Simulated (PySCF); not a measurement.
GeH6O2Si, SMILES [OH][GeH2][O][SiH3].

The structure is a stationary point at PBE0-D3(BJ)/def2-SVP. This is a generated structure with no PubChem entry under its InChIKey; it may be hypothetical. Other conformers were not sampled.

Method: TDA-PBE/def2-SVPD (PySCF).

Vertical excitations. 

```csv
state,energy (eV),λ (nm),f,main pairs
S1,6.26,198,0.008,HOMO→LUMO 91 %
S2,6.46,192,0.007,"HOMO−1→LUMO 65 %, HOMO→LUMO+1 20 %"
S3,6.54,189,0.016,"HOMO→LUMO+1 75 %, HOMO−1→LUMO 19 %"
S4,6.67,186,0.005,HOMO−1→LUMO+1 91 %
S5,6.73,184,0.033,HOMO−2→LUMO 92 %
S6,6.96,178,0.019,HOMO→LUMO+2 95 %
S7,7.02,177,0.006,HOMO−2→LUMO+1 91 %
S8,7.15,173,0.025,HOMO−1→LUMO+2 94 %
S9,7.45,167,0.020,"HOMO−3→LUMO 61 %, HOMO−2→LUMO+2 35 %"
S10,7.54,164,0.037,"HOMO−2→LUMO+2 47 %, HOMO−3→LUMO 26 %, HOMO→LUMO+4 8 %"
T1,5.99,207,0,HOMO→LUMO 97 %
T2,6.16,201,0,HOMO−1→LUMO 95 %
T3,6.29,197,0,HOMO→LUMO+1 92 %
T4,6.45,192,0,"HOMO−2→LUMO 70 %, HOMO−1→LUMO+1 23 %"
```
Triplets are in the Tamm–Dancoff approximation.
